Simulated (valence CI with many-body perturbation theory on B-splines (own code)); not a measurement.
Values are calculated unless marked as measured or tabulated.
## Hf LII: magnetic and hyperfine properties of the levels

Level of theory: valence CI with perturbative core correlation (CI+MBPT): three valence electrons over a frozen Dirac-Fock core [Ar], a basis of 7 s, 7 p, 8 d, 6 f, 4 g, 1 h functions for each j, with the one-electron correlation potential Σ1 (screened to all orders), the two-electron term Σ2, the three-electron term Σ3, Breit, model QED; selected single and double excitations, second order for the rest, scaled by the run's own slope (own B-spline code, finite nucleus).

The last digits are not significant, and no measured levels were compared; by estimate large intervals hold to a few tenths of a per cent, small ones and those within an open d or f shell to about a per cent. The list stops below the first excitations out of the core. Only levels of the ground parity were solved; by the run's estimate the other parity begins above the list, which can be wrong where configurations are misplaced.

A/g_I is the dipole constant over the nuclear g factor μ/I (μ in nuclear magnetons, uniformly magnetised nucleus), B/Q the quadrupole constant per barn. Both hold the static response of the core; the bare values leave it out. Large factors of s and p1/2 electrons are usually good to 5 to 10 %; those of open d and f shells near neutrality can be off by tens of per cent, and small factors of p3/2, d and f electrons come from cancelling terms and can be off by a factor of two or in sign, in half-filled shells by more. B is blank for J = 1/2, where it vanishes, and for nearly pure S terms. Energies count from the lowest level.

Levels are named by their leading jj configuration (3d3/2^4 stands for four electrons in 3d with j = 3/2), which in mixed levels can hold well under half, so a name can repeat and another be missing. Letters in brackets count levels of one name in rising energy.

```
                    Level  E (cm⁻¹)      g  A/g_I (MHz)  A/g_I bare  B/Q (MHz/b)  B/Q bare
          (3d3/2^3) J=3/2         0  0.714        97100       96500       -57800    -58500
(3d3/2^2 3d5/2) J=5/2 [a]    458660  1.051        55200       55500       -30500    -31000
    (3d3/2^2 3d5/2) J=3/2    508480  1.171        44300       44800       -11900    -12000
    (3d3/2^2 3d5/2) J=7/2    536820  1.038        60200       60400        24300     24600
    (3d3/2^2 3d5/2) J=9/2    537270  1.035        62200       62400        68500     69200
    (3d3/2^2 3d5/2) J=1/2    549970  1.810       -42900      -40700                       
(3d3/2^2 3d5/2) J=5/2 [b]    729560  1.247        36200       36900       101000    102000
(3d3/2 3d5/2^2) J=7/2 [a]    986040  1.113        44900       45300        -6160     -6250
    (3d3/2 3d5/2^2) J=9/2   1021300  1.130        46900       47300        20300     20400
(3d3/2 3d5/2^2) J=3/2 [a]   1062000  1.109        53200       53500       -59200    -59900
    (3d3/2 3d5/2^2) J=1/2   1084800  1.506       -18400      -16900                       
   (3d3/2 3d5/2^2) J=11/2   1096100  1.080        53100       53400       125000    127000
(3d3/2 3d5/2^2) J=5/2 [a]   1099000  1.280        17100       18000        70500     71300
(3d3/2 3d5/2^2) J=5/2 [b]   1164600  1.095        55500       55800       -22900    -23200
(3d3/2 3d5/2^2) J=7/2 [b]   1170200  1.086        54400       54700        24400     24700
(3d3/2 3d5/2^2) J=3/2 [b]   1324000  0.895        85900       85700        78300     79200
          (3d5/2^3) J=9/2   1547600  1.156        38300       38900         9870      9990
          (3d5/2^3) J=3/2   1658400  1.122        41100       41500         6800      6860
          (3d5/2^3) J=5/2   1737600  1.160        38500       39000         9600      9710
```

(1) Take the isotope of mass number 179, with I = 9/2, μ = -0.6389 μN and Q = 3.79 b. What is the hyperfine structure of (3d3/2^2 3d5/2) J=9/2?

Answers

(1) From the table A = -8830 MHz, B = 260000 MHz. Shifts from the centre of gravity in MHz: F = 0: 338000, F = 1: 314000, F = 2: 270000, F = 3: 207000, F = 4: 132000, F = 5: 51800, F = 6: -24700, F = 7: -86500, F = 8: -121000, F = 9: -114000.
